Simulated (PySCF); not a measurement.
B(CCH)(Me)(OMe) (C4H7BO), SMILES C#CB(C)OC. Atoms are numbered in the order given.

```xyz
13

B      0.2012    -0.0838     0.0000
C     -0.2622    -1.5582     0.0000
C     -0.5726    -2.7351     0.0000
H     -0.8593    -3.7714     0.0000
C      1.7461     0.2243     0.0000
H      2.0297     1.2858     0.0000
H      2.2089    -0.2575    -0.8775
H      2.2089    -0.2575     0.8775
O     -0.7922     0.8325     0.0000
C     -0.6431     2.2246     0.0000
H     -1.1380     2.6411    -0.8911
H     -1.1380     2.6411     0.8911
H      0.4104     2.5438     0.0000
```

Geometry: PBE0-D3(BJ)/def2-SVP. This is a generated structure with no PubChem entry under its InChIKey; it may be hypothetical. Other conformers were not sampled.

Computed with PBE/def2-TZVP run with PySCF.

ESP charges are fitted to the potential on shells at 1.4 to 2.0 van der Waals radii. Atomic charges (e):

| atom | IAO | ESP fit |
|---|---|---|
| B1 | 0.33 | (withheld) |
| C2 | -0.13 | -0.39 |
| C3 | -0.20 | (withheld) |
| H4 | 0.20 | (withheld) |
| C5 | -0.60 | -0.76 |
| H6 | 0.14 | 0.17 |
| H7 | 0.17 | 0.18 |
| H8 | 0.17 | 0.18 |
| O9 | -0.32 | -0.33 |
| C10 | -0.21 | (withheld) |
| H11 | 0.15 | 0.14 |
| H12 | 0.15 | 0.14 |
| H13 | 0.13 | 0.10 |

What belongs in the gaps? (The exact figures need the calculation; the answer reports its results.)


- B1, ESP fit: 0.82
- C3, ESP fit: -0.24
- H4, ESP fit: 0.26
- C10, ESP fit: -0.28

Computed Mayer and Wiberg (Löwdin basis) orders of the bonds:
```json
[
 {"bond": "B1–C2", "Mayer": "1.06", "Wiberg": "1.19"},
 {"bond": "C2–C3", "Mayer": "2.80", "Wiberg": "2.88"},
 {"bond": "C3–H4", "Mayer": "0.99", "Wiberg": "0.92"},
 {"bond": "B1–C5", "Mayer": "1.05", "Wiberg": "1.29"},
 {"bond": "C5–H6", "Mayer": "0.95", "Wiberg": "0.87"},
 {"bond": "C5–H7", "Mayer": "0.94", "Wiberg": "0.84"},
 {"bond": "C5–H8", "Mayer": "0.94", "Wiberg": "0.84"},
 {"bond": "B1–O9", "Mayer": "1.39", "Wiberg": "1.87"},
 {"bond": "O9–C10", "Mayer": "0.93", "Wiberg": "1.43"},
 {"bond": "C10–H11", "Mayer": "0.97", "Wiberg": "0.93"},
 {"bond": "C10–H12", "Mayer": "0.97", "Wiberg": "0.93"},
 {"bond": "C10–H13", "Mayer": "0.96", "Wiberg": "0.91"}
]
```
